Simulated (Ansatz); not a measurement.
BGaH$_{7}$NSi, SMILES `N[B]([SiH3])[GaH2]`. Total charge 0; spin multiplicity 1. The structure was optimised at the PBE0-D4/def2-TZVP level. It is one conformer, not always the lowest.

```xyz
11

N     0.356    0.901   -1.355
B     0.072    0.221   -0.178
Si   -0.400   -1.736   -0.245
Ga    0.172    1.358    1.604
H     0.342    0.470   -2.268
H     0.598    1.880   -1.388
H    -1.755   -1.968    0.334
H    -0.399   -2.303   -1.630
H     0.560   -2.537    0.568
H     0.548    2.898    1.499
H    -0.095    0.817    3.060
```

(1) What is the dipole moment at r2SCAN/def2-TZVPP? (Best estimate.)

(2) And with PBE, B3LYP, ωB97M-V? (Best estimate.)

(3) Give the Mulliken charges with r2SCAN, B3LYP, ωB97M-V in def2-TZVPP. (Estimate.)

## Answers

(1) The calculation gave: 2.75 D, with components (0.52, 1.13, -2.45) D in this frame, pointing from negative to positive charge.

(2) Computed: PBE 2.78 D, B3LYP 2.71 D, ωB97M-V 2.70 D.

(3) Computed: 
| atom | r2SCAN | B3LYP | ωB97M-V |
| --- | --- | --- | --- |
| N1 | -0.26 | -0.21 | -0.17 |
| B2 | 0.10 | 0.13 | 0.05 |
| Si3 | 0.14 | 0.11 | 0.02 |
| Ga4 | 0.08 | 0.03 | 0.03 |
| H5 | 0.18 | 0.16 | 0.14 |
| H6 | 0.18 | 0.17 | 0.15 |
| H7 | -0.08 | -0.07 | -0.04 |
| H8 | -0.10 | -0.09 | -0.05 |
| H9 | -0.08 | -0.07 | -0.04 |
| H10 | -0.10 | -0.09 | -0.06 |
| H11 | -0.08 | -0.07 | -0.04 |

B3LYP here is the variant with VWN-RPA as its local correlation; programs differ in this.
